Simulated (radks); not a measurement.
The numbers below are computed, except where a source is named.
Task: Ca3+, 17 electrons, occupied as [Ne] 3s1 3p5 4f1 (not the ground configuration). Code: a radial shooting solver on a logarithmic mesh with Libxc functionals. Model: non-relativistic Kohn-Sham, LDA (Slater exchange, Perdew-Zunger correlation), spin-unpolarised, spherical densities, point nucleus. Some entries of the table are withheld. Estimate them.

orbital,occ.,eigenvalue (hartree),<r^2> (bohr^2),<r> (bohr)
1s,2,-145.8913,0.008071,(1)
2s,2,-16.92216,0.1596,0.3673
2p,6,-14.17001,0.1333,0.3283
3s,1,-3.30362,1.393,1.103
3p,5,-2.59182,1.570,1.162
3d,0,(2),(3),1.300
4s,0,-1.05489,8.186,2.697
4p,0,-0.86728,10.15,2.998
4f,1,-0.43548,19.70,4.182
5f,0,-0.24989,64.39,7.479

Result: 
(1) 1s <r> (bohr): 0.07754
(2) 3d eigenvalue (hartree): -1.51420
(3) 3d <r^2> (bohr^2): 2.036
